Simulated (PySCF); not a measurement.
PySCF job for Zn(Et)(SiH3) (C₂H₈SiZn), SMILES C[CH2][Zn][SiH3], TDDFT-PBE/def2-SVPD. Geometry: TPSSh-D3(BJ)/def2-SVP. The structure was generated by enumeration; whether it is a known compound was not checked. Other conformers were not sampled.

```python
import numpy as np
from pyscf import gto, scf, dft, tdscf

mol = gto.M(
    atom='''
    Zn    0.16099601   -0.11128405   -0.00743004
    C    -0.36685111   -1.24619029   -1.52770255
    C    -1.74725632   -0.93963181   -2.12838660
    H    -0.32603608   -2.30043830   -1.19447203
    H     0.41289693   -1.15340312   -2.30714653
    H    -1.81094967    0.09444895   -2.50717853
    H    -2.55497404   -1.06086596   -1.38691585
    H    -1.98755473   -1.60670578   -2.97586864
    Si    0.80345806    1.26414353    1.83562585
    H     0.23457428    0.78484072    3.13398508
    H     0.35102049    2.68164556    1.67687264
    H     2.28737436    1.31592277    2.02139831
    ''',
    basis='def2-SVPD',
    charge=0,
    spin=0,
    max_memory=1600,
    verbose=4,
)
mf = dft.RKS(mol, xc='pbe').density_fit(auxbasis='def2-universal-jkfit')
mf.grids.level = 3
mf.conv_tol = 1e-9
mf.max_cycle = 100
mf.kernel()
mf.grids = dft.Grids(mol).set(level=1).build(with_non0tab=True)  # coarser grid for the response kernel
td = tdscf.TDDFT(mf)
td.singlet = True
td.nstates = 10
td.conv_tol = 1e-4
td.positive_eig_threshold = 1e-6
td.kernel(x0=td.get_init_guess(mf, 15))
td.analyze()
tt = tdscf.TDA(mf)
tt.singlet = False
tt.nstates = 4
tt.conv_tol = 1e-4
tt.positive_eig_threshold = 1e-6
tt.kernel(x0=tt.get_init_guess(mf, 9))
tt.analyze(verbose=3)
```

It prints:

```
PySCF version 2.14.0

[INPUT] verbose = 4
[INPUT] num. atoms = 12
[INPUT] num. electrons = 64
[INPUT] charge = 0
[INPUT] spin (= nelec alpha-beta = 2S) = 0
[INPUT] symmetry False subgroup None
[INPUT] Mole.unit = angstrom
[INPUT] Symbol           X                Y                Z      unit          X                Y                Z       unit  Magmom
[INPUT]  1 Zn     0.160996010000  -0.111284050000  -0.007430040000 AA    0.304238366048  -0.210296376532  -0.014040740695 Bohr   0.0
[INPUT]  2 C     -0.366851110000  -1.246190290000  -1.527702550000 AA   -0.693248126393  -2.354958347192  -2.886939419300 Bohr   0.0
[INPUT]  3 C     -1.747256320000  -0.939631810000  -2.128386600000 AA   -3.301835914215  -1.775646778829  -4.022067761194 Bohr   0.0
[INPUT]  4 H     -0.326036080000  -2.300438300000  -1.194472030000 AA   -0.616118897927  -4.347198353460  -2.257225000153 Bohr   0.0
[INPUT]  5 H      0.412896930000  -1.153403120000  -2.307146530000 AA    0.780262115374  -2.179616008019  -4.359875070941 Bohr   0.0
[INPUT]  6 H     -1.810949670000   0.094448950000  -2.507178530000 AA   -3.422198901671   0.178482648253  -4.737880767090 Bohr   0.0
[INPUT]  7 H     -2.554974040000  -1.060865960000  -1.386915850000 AA   -4.828201190974  -2.004746119274  -2.620891114318 Bohr   0.0
[INPUT]  8 H     -1.987554730000  -1.606705780000  -2.975868640000 AA   -3.755934097284  -3.036233886956  -5.623576712282 Bohr   0.0
[INPUT]  9 Si     0.803458060000   1.264143530000   1.835625850000 AA    1.518315685974   2.388885053841   3.468830123672 Bohr   0.0
[INPUT] 10 H      0.234574280000   0.784840720000   3.133985080000 AA    0.443281145067   1.483134012206   5.922373479673 Bohr   0.0
[INPUT] 11 H      0.351020490000   2.681645560000   1.676872640000 AA    0.663332590211   5.067575671556   3.168830035376 Bohr   0.0
[INPUT] 12 H      2.287374360000   1.315922770000   2.021398310000 AA    4.322511084752   2.486733636379   3.819889194559 Bohr   0.0

nuclear repulsion = 297.131410459467
number of shells = 70
number of NR pGTOs = 258
number of NR cGTOs = 162
basis = def2-SVPD
ecp = {}


[settings echo left out]
init E= -2148.38497542557
  HOMO = -0.263690455769421  LUMO = -0.0701149330544098  gap/eV = 5.26746
cycle= 1 E= -2148.78237687497  delta_E= -0.397  |g|= 1.02  |ddm|= 4.58
  HOMO = -0.166611245141829  LUMO = -0.0777231090647912  gap/eV = 2.41877
cycle= 2 E= -2148.29291997296  delta_E= 0.489  |g|= 1.85  |ddm|= 5.79
  HOMO = -0.210686701799623  LUMO = -0.0543709016257305  gap/eV = 4.25357
cycle= 3 E= -2148.95190228734  delta_E= -0.659  |g|= 0.162  |ddm|= 4.46
  HOMO = -0.202282729110725  LUMO = -0.055984319599243  gap/eV = 3.98098
cycle= 4 E= -2148.9569914643  delta_E= -0.00509  |g|= 0.128  |ddm|= 0.488
  HOMO = -0.210357591209219  LUMO = -0.0580614176147418  gap/eV = 4.14419
cycle= 5 E= -2148.96078727777  delta_E= -0.0038  |g|= 0.0168  |ddm|= 0.184
  HOMO = -0.208445573383092  LUMO = -0.0570238993882056  gap/eV = 4.12039
cycle= 6 E= -2148.9608941981  delta_E= -0.000107  |g|= 0.00411  |ddm|= 0.0428
  HOMO = -0.208766197295581  LUMO = -0.0571638352448478  gap/eV = 4.12531
cycle= 7 E= -2148.96089934799  delta_E= -5.15e-06  |g|= 0.000662  |ddm|= 0.00866
  HOMO = -0.208714758795739  LUMO = -0.0571223396992559  gap/eV = 4.12504
cycle= 8 E= -2148.96089947416  delta_E= -1.26e-07  |g|= 0.00025  |ddm|= 0.00152
  HOMO = -0.208716825765723  LUMO = -0.0571287010774198  gap/eV = 4.12492
cycle= 9 E= -2148.96089948807  delta_E= -1.39e-08  |g|= 8.17e-05  |ddm|= 0.000464
  HOMO = -0.208719013326882  LUMO = -0.0571302500725665  gap/eV = 4.12494
cycle= 10 E= -2148.96089948981  delta_E= -1.74e-09  |g|= 1.52e-05  |ddm|= 0.000122
  HOMO = -0.208718252483922  LUMO = -0.0571297164218165  gap/eV = 4.12493
cycle= 11 E= -2148.96089948989  delta_E= -7.55e-11  |g|= 3.01e-06  |ddm|= 3.1e-05
  HOMO = -0.208718834134113  LUMO = -0.0571300694028695  gap/eV = 4.12494
Extra cycle  E= -2148.96089948988  delta_E= 3.64e-12  |g|= 3.8e-06  |ddm|= 1.35e-05
converged SCF energy = -2148.96089948988
tot grids = 43992
Overwritten attributes  positive_eig_threshold  of <class 'pyscf.tdscf.rks.CasidaTDDFT'>


******** <class 'pyscf.tdscf.rks.CasidaTDDFT'> for <class 'pyscf.df.df_jk.DFRKS'> ********
nstates = 10 singlet
deg_eia_thresh = 1.000e-03
wfnsym = None
conv_tol = 0.0001
eigh lindep = 1e-12
eigh level_shift = 0
eigh max_cycle = 100


Excitation energies (eV)
[4.25730283 4.30634107 5.42970952 6.18575969 6.34560976 6.40257317
 6.49182315 6.54890594 6.58748739 6.59388555]

** Singlet excitation energies and oscillator strengths **
Excited State   1:      4.25730 eV    291.23 nm  f=0.0013
      32 -> 33       -0.70434
Excited State   2:      4.30634 eV    287.91 nm  f=0.0018
      32 -> 34        0.70422
Excited State   3:      5.42971 eV    228.34 nm  f=0.3026
      32 -> 35       -0.67439
      32 -> 37        0.14126
Excited State   4:      6.18576 eV    200.43 nm  f=0.0119
      31 -> 33        0.21186
      32 -> 36       -0.67053
Excited State   5:      6.34561 eV    195.39 nm  f=0.0442
      31 -> 33       -0.54708
      32 -> 36       -0.20815
      32 -> 37        0.30223
      32 -> 38        0.10646
      32 -> 39       -0.17426
Excited State   6:      6.40257 eV    193.65 nm  f=0.0458
      31 -> 34       -0.59533
      32 -> 38       -0.30082
      32 -> 39       -0.15617
Excited State   7:      6.49182 eV    190.99 nm  f=0.0022
      29 -> 34        0.10722
      30 -> 33        0.68828
Excited State   8:      6.54891 eV    189.32 nm  f=0.0515
      28 -> 33        0.16519
      29 -> 33       -0.17270
      29 -> 34       -0.11548
      30 -> 34        0.31969
      31 -> 33       -0.25289
      32 -> 37       -0.48566
Excited State   9:      6.58749 eV    188.21 nm  f=0.0015
      28 -> 33       -0.53449
      29 -> 34       -0.31020
      30 -> 34        0.28558
      32 -> 38        0.10051
      32 -> 39       -0.12497
Excited State  10:      6.59389 eV    188.03 nm  f=0.0152
      28 -> 33        0.19348
      28 -> 34       -0.12448
      29 -> 33        0.12148
      29 -> 34        0.30333
      30 -> 34        0.46163
      31 -> 33        0.11882
      32 -> 37        0.15859
      32 -> 39       -0.27169

** Transition electric dipole moments (AU) **
state          X           Y           Z        Dip. S.      Osc.
  1        -0.0802      0.0707      0.0235      0.0120      0.0013
  2         0.0538      0.0853     -0.0825      0.0170      0.0018
  3        -0.4512     -0.8420     -1.1670      2.2744      0.3026
  4        -0.0211     -0.1889     -0.2057      0.0785      0.0119
  5        -0.4309      0.3142      0.0160      0.2846      0.0442
  6        -0.2546     -0.3544      0.3191      0.2923      0.0458
  7         0.0199      0.0089     -0.1151      0.0137      0.0022
  8        -0.3546     -0.1424     -0.4186      0.3213      0.0515
  9         0.0590      0.0407      0.0658      0.0095      0.0015
 10         0.1539      0.0448      0.2613      0.0940      0.0152

** Transition velocity dipole moments (imaginary part, AU) **
state          X           Y           Z        Dip. S.      Osc.
  1        -0.0147      0.0133      0.0047      0.0004      0.0018
  2         0.0096      0.0152     -0.0146      0.0005      0.0023
  3        -0.0904     -0.1717     -0.2369      0.0937      0.3132
  4        -0.0042     -0.0466     -0.0505      0.0047      0.0139
  5        -0.1003      0.0722      0.0027      0.0153      0.0437
  6        -0.0607     -0.0845      0.0758      0.0166      0.0469
  7         0.0059      0.0026     -0.0291      0.0009      0.0025
  8        -0.0859     -0.0379     -0.1046      0.0198      0.0547
  9         0.0139      0.0099      0.0151      0.0005      0.0014
 10         0.0360      0.0102      0.0638      0.0055      0.0151

** Transition magnetic dipole moments (imaginary part, AU) **
state          X           Y           Z
  1         0.2556      0.4159     -0.4022
  2         0.7028     -0.3340      0.1023
  3        -0.2146     -0.3292      0.3206
  4         0.0417      0.0499     -0.0564
  5         0.1783      0.2820     -0.2682
  6        -0.1860      0.1948      0.0544
  7        -0.2654      0.0982     -0.0373
  8         0.1157      0.0687     -0.1594
  9         0.0832      0.4582      0.2330
 10         0.0372      0.0459     -0.3816
Overwritten attributes  positive_eig_threshold  of <class 'pyscf.tdscf.rks.TDA'>


******** <class 'pyscf.tdscf.rks.TDA'> for <class 'pyscf.df.df_jk.DFRKS'> ********
nstates = 4 triplet
deg_eia_thresh = 1.000e-03
wfnsym = None
conv_tol = 0.0001
eigh lindep = 1e-12
eigh level_shift = 0
eigh max_cycle = 100


Excitation energies (eV)
[3.91359285 3.96101065 4.67515846 5.45493025]

** Triplet excitation energies and oscillator strengths **
Excited State   1:      3.91359 eV    316.80 nm  f=0.0000
Excited State   2:      3.96101 eV    313.01 nm  f=0.0000
Excited State   3:      4.67516 eV    265.20 nm  f=0.0000
Excited State   4:      5.45493 eV    227.29 nm  f=0.0000
```

The run converged.

Cost: roughly 70 core-seconds.
